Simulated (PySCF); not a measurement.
Ga(H)(Me)2(py), C7H12GaN, singlet, GFN2-xTB optimised geometry.

```
21

Ga    -2.27    -1.26     0.00
H     -2.41    -1.97    -1.39
C     -2.58     0.74     0.00
H     -2.19     1.20     0.92
H     -3.64     0.99    -0.05
H     -2.10     1.26    -0.84
C     -2.76    -2.36     1.62
H     -2.17    -3.28     1.71
H     -3.81    -2.67     1.59
H     -2.64    -1.80     2.56
C      2.57    -0.99    -0.05
C      1.84    -1.00    -1.23
C      0.46    -1.13    -1.16
N     -0.18    -1.26     0.00
C      0.52    -1.25     1.13
C      1.89    -1.12     1.15
H      3.64    -0.90    -0.08
H      2.32    -0.90    -2.19
H     -0.18    -1.14    -2.03
H     -0.07    -1.35     2.04
H      2.43    -1.12     2.09
```

Density from PySCF with CAM-B3LYP/def2-SVP at that geometry.

Minimum of the electron density along straight lines between bonded atoms, close to the bond critical point (lines longer than 1.1 times the sum of covalent radii, or with two minima, are not listed):

| bond | length / Å | ρ at the minimum / e bohr⁻³ | ∇²ρ there / e bohr⁻⁵ | position (fraction from the first atom) |
|---|---|---|---|---|
| Ga1–H2 | 1.569 | 0.112 | 0.16 | 0.59 |
| Ga1–C3 | 2.024 | 0.104 | 0.16 | 0.46 |
| C3–H4 | 1.097 | 0.265 | -0.91 | 0.62 |
| C3–H5 | 1.094 | 0.266 | -0.93 | 0.62 |
| C3–H6 | 1.095 | 0.265 | -0.92 | 0.62 |
| Ga1–C7 | 2.023 | 0.104 | 0.16 | 0.46 |
| C7–H8 | 1.096 | 0.265 | -0.92 | 0.62 |
| C7–H9 | 1.095 | 0.266 | -0.93 | 0.62 |
| C7–H10 | 1.097 | 0.265 | -0.91 | 0.62 |
| C11–C12 | 1.387 | 0.314 | -0.82 | 0.50 |
| C12–C13 | 1.383 | 0.318 | -0.84 | 0.49 |
| Ga1–N14 | 2.093 | 0.069 | 0.27 | 0.46 |
| C13–N14 | 1.326 | 0.345 | -0.86 | 0.34 |
| N14–C15 | 1.325 | 0.346 | -0.89 | 0.66 |
| C11–C16 | 1.387 | 0.314 | -0.82 | 0.50 |
| C15–C16 | 1.383 | 0.318 | -0.84 | 0.51 |
| C11–H17 | 1.080 | 0.286 | -1.14 | 0.64 |
| C12–H18 | 1.079 | 0.285 | -1.12 | 0.64 |
| C13–H19 | 1.084 | 0.289 | -1.18 | 0.66 |
| C15–H20 | 1.083 | 0.289 | -1.17 | 0.65 |
| C16–H21 | 1.079 | 0.285 | -1.12 | 0.64 |
